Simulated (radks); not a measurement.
The copper ion Cu+ inside a hard spherical wall (all orbitals vanish at R), configuration held at [Ar] 3d10 and not refilled when levels cross. Calculated with a radial shooting solver on a logarithmic mesh with Libxc functionals: scalar-relativistic Kohn-Sham, PBEsol, spin-polarised, spherical densities, finite nucleus; Fermi nuclear charge, rms radius 3.8823 fm. Eigenvalues in eV for spin up, with the zero of energy where the potential of the charges vanishes at infinity; a dash marks a level that is unbound or too diffuse for the functional's potential to be trusted. A positive occupied level is held by the wall or, in an anion where self-interaction has pushed it up, behind a barrier. The pressure on the wall is -dE/dV.

| R (bohr) | E (hartree) | kinetic (hartree) | e(2p) | e(3s) | e(3p) | e(3d) | e(4s, empty) | e(4p, empty) | pressure (GPa) |
|---|---|---|---|---|---|---|---|---|---|
| free | -1653.18530 | 1677.594 | -924.77 | -122.98 | -80.612 | -13.642 | -11.775 | -6.393 | 0 |
| 10 | -1653.18530 | 1677.594 | -924.77 | -122.98 | -80.612 | -13.642 | -11.775 | -6.379 | < 0.0001 |
| 7 | -1653.18511 | 1677.596 | -924.75 | -122.96 | -80.592 | -13.624 | -11.729 | -6.101 | 0.0164 |
| 6 | -1653.18416 | 1677.605 | -924.67 | -122.89 | -80.521 | -13.558 | -11.575 | -5.610 | 0.133 |
| 5 | -1653.17854 | 1677.646 | -924.35 | -122.59 | -80.228 | -13.281 | -10.969 | -4.282 | 1.12 |
| 3.5 | -1653.08352 | 1678.147 | -921.31 | -119.92 | -77.618 | -10.739 | -5.449 | 4.113 | 36.4 |
| 3 | -1652.91971 | 1678.878 | -917.77 | -116.98 | -74.759 | -7.811 | 1.317 | 12.975 | 136 |
| 2 | -1650.76810 | 1687.541 | -892.13 | -98.333 | -56.209 | 13.170 | 58.084 | 78.070 | 3640 |
